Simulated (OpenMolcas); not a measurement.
Computed levels of 3d in ions with 19 electrons, in cm-1 above 2D 3/2.

```json
{"Program": "OpenMolcas 26.06", "Method": "SS-CASPT2, IPEA 0.25 Eh, imaginary shift 0.1 Eh", "Basis": "ANO-R2", "Scalar Hamiltonian": "X2C, finite nucleus", "Spin-orbit coupling": "RASSI with atomic mean-field integrals over the reference wave functions, term energies averaged over their components"}
```

Active space for each ion: 1 electron in 10 orbitals (3d 4d); closed shells correlated by CASPT2: 3s 3p.

| Level | Sc2+ | Ti3+ | V4+ | Mn6+ | Fe7+ |
| --- | --- | --- | --- | --- | --- |
| 2D 5/2 | 201 | 360 | 588 | 1317 | 1773 |

Estimate 2D 5/2 for Cr5+ from its neighbours V4+ and Mn6+.

2D 5/2 is fine structure, which grows about as the fourth power of a screened charge, so the fourth roots are averaged: ((588^0.25 + 1317^0.25) / 2)^4 = 898. The calculation gives 930, so the estimate is off by -3.4 %; the measured value is 940 (Sugar and Corliss, J. Phys. Chem. Ref. Data 6, 317 (1977)).

Term energies are means over components that CASPT2 splits; among the terms shown or strongly mixed into the levels shown the widest spread is 12 cm-1 (3d 2D, Fe7+). With one active electron outside closed inactive shells, the extra shells (4d) add no correlation to the reference. With one active electron, CASPT2 adds the correlation within the correlated inactive shells and between them and that electron, and leaves the splitting within a term as the reference gives it. Computed and measured levels are paired by configuration, term and J; levels that our copy of the source lacks, or whose pairing is in doubt (as where it misses far off the trend of its configuration), stay unpaired and out of the deviations. Only configurations of the active space appear.
